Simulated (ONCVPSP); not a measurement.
Transferability test, ONCV potential for Mn

```json
{
 "Element": "manganese",
 "Generator": "ONCVPSP 4.0.1",
 "Type": "optimised norm-conserving Vanderbilt (ONCV)",
 "Functional": "PBE",
 "Relativity": "scalar-relativistic",
 "Frozen core": "[Ne]",
 "Valence charge": "15",
 "Reference configuration": "3s2 3p6 3d5 4s1.5 (charge +0.5)",
 "Partial waves": "3s+4s: rc 1.40 bohr, ncon 5, nbas 8, qcut 7.5 1/bohr, 2 projectors; 3p: rc 1.35 bohr, ncon 3, nbas 7, qcut 10.6 1/bohr, 1 projector; 3d: rc 1.45 bohr, ncon 5, nbas 9, qcut 9.2 1/bohr, 2 projectors, debl 2.2 Ha",
 "Local potential": "polynomial inside 1.15 bohr (lpopt 5, dvloc0 6 Ha)",
 "Core correction": "Teter function, fcfact 2.5, rcfact 1.2"
}
```

Energies are relative to the spin-unpolarised reference configuration 3s2 3p6 3d5 4s1.5; without spin polarisation the order of configurations can differ from experiment.

```tsv
valence configuration	charge	ΔE all-electron (eV)	error AE − PS (meV)
3s2 3p6 3d5 4s2	0	-3.361	+0.4
3s2 3p6 3d5 4s1	+1	5.056	-0.2
3s2 3p6 3d4 4s2	+1	9.826	+32
```

(1) What are ΔE and the potential's error for 3s2 3p6 3d5 4s0?

Results:

(1) ΔE = 20.654 eV all-electron; the error (AE − PS) is 0.0 meV.
